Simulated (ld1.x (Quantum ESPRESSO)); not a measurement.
# Transferability test, ultrasoft potential for zirconium (Zr)

| Item | Value |
| --- | --- |
| Element | Zr (Z = 40) |
| Generator | ld1.x (Quantum ESPRESSO) 7.5 |
| Type | ultrasoft |
| Functional | PBE |
| Relativity | scalar-relativistic |
| Frozen core | [Ar] 3d10 4s2 |
| Valence charge | 10 |
| Reference configuration | 4p6 4d2 5s2 5p0 |
| Partial waves | 5s (bound): rcut 2.40, rcutus 3.30 bohr; 5s channel at 0.9 Ry: rcut 2.40, rcutus 3.30 bohr; 4p (bound): rcut 1.80, rcutus 2.10 bohr; 5p (bound, empty): rcut 1.80, rcutus 2.10 bohr; 4d (bound): rcut 2.40, rcutus 2.90 bohr; 4d channel at 0.25 Ry: rcut 2.40, rcutus 2.90 bohr |
| Local potential | all-electron potential smoothed inside 1.95 bohr (lloc = -2) |
| Core correction | a·sin(br)/r model core inside 1.10 bohr |
| Augmentation charge | PSQ, radius 1.75 bohr |

Energies are relative to the spin-unpolarised reference configuration 4p6 4d2 5s2 5p0; without spin polarisation the order of configurations can differ from experiment. Not all tests gave a result: test run stopped at test 5 of 7 (negative rho).

Question: Give the all-electron excitation energy and the error of the potential for: 4p6 4d2 5s1 5p0; 4p6 4d2 5s0 5p0; 4p6 4d1 5s0 5p0; 4p6 4d3 5s0 5p0.

Answer:

```
valence configuration  charge  ΔE all-electron (eV)  error AE − PS (meV)
      4p6 4d2 5s1 5p0      +1                 7.137                 -3.8
      4p6 4d2 5s0 5p0      +2                20.077                  -24
      4p6 4d1 5s0 5p0      +3                42.704                  -49
      4p6 4d3 5s0 5p0      +1                 7.521                  -35
```

Levels in the configuration 4p6 4d1 5s0 5p0:

```json
{"level": "4p", "all-electron (eV)": "-59.171", "pseudo (eV)": "-59.398"}
{"level": "4d", "all-electron (eV)": "-28.203", "pseudo (eV)": "-28.258"}
```
